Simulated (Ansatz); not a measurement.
Cost and result up the ladder for Sr₈O₈ (started as a model of: 1x4x4 SrO rock-salt block) (16 atoms). Charge 0, multiplicity 1. Geometry: PBE-D4/def2-SVP.

Cartesian coordinates in Å:
```
Sr 3.066 0.881 3.420
O 1.317 -0.439 3.310
Sr -1.097 -0.576 3.434
O -2.763 -2.019 3.072
O 3.176 0.957 1.229
Sr 1.417 -0.699 0.881
O -0.962 -0.617 1.072
Sr -2.747 -2.155 0.842
Sr 2.751 2.146 -0.848
O 0.970 0.606 -1.071
Sr -1.411 0.697 -0.873
O -3.167 -0.958 -1.226
O 2.743 2.028 -3.083
Sr 1.090 0.572 -3.439
O -1.320 0.449 -3.303
Sr -3.065 -0.875 -3.418
```

Ansatz on 4 threads of Arm Neoverse V1 on a shared host. Times are rough, and most runs start from the orbitals of an earlier one. PBE0-D4/def2-SVP serves as the yardstick here, not as an exact answer. Binding counts from free atoms at the same level (Sr singlet, O triplet; other spins of the atoms weren't run), without zero-point energy.

In the def2 sets Sr takes a core potential; there is no spin–orbit coupling. Correlated methods freeze 8 core orbitals; core or outer-core shells of Sr are correlated, in sets that lack core-valence functions.

```json
{"level": "PBE-D4/def2-SVP", "functions": "296", "wall time": "21 s", "binding energy per atom (eV)": "4.29", "difference from PBE0-D4/def2-SVP (eV)": "0.29"}
{"level": "MP2/def2-SVP", "functions": "296", "wall time": "29 s", "binding energy per atom (eV)": "3.96", "difference from PBE0-D4/def2-SVP (eV)": "-0.04"}
{"level": "PBE0-D4/def2-SVP (with forces)", "functions": "296", "wall time": "37 s", "binding energy per atom (eV)": "4.00", "difference from PBE0-D4/def2-SVP (eV)": "0.00"}
{"level": "r2SCAN-D4/def2-SVP (with forces)", "functions": "296", "wall time": "44 s", "binding energy per atom (eV)": "4.25", "difference from PBE0-D4/def2-SVP (eV)": "0.25"}
```
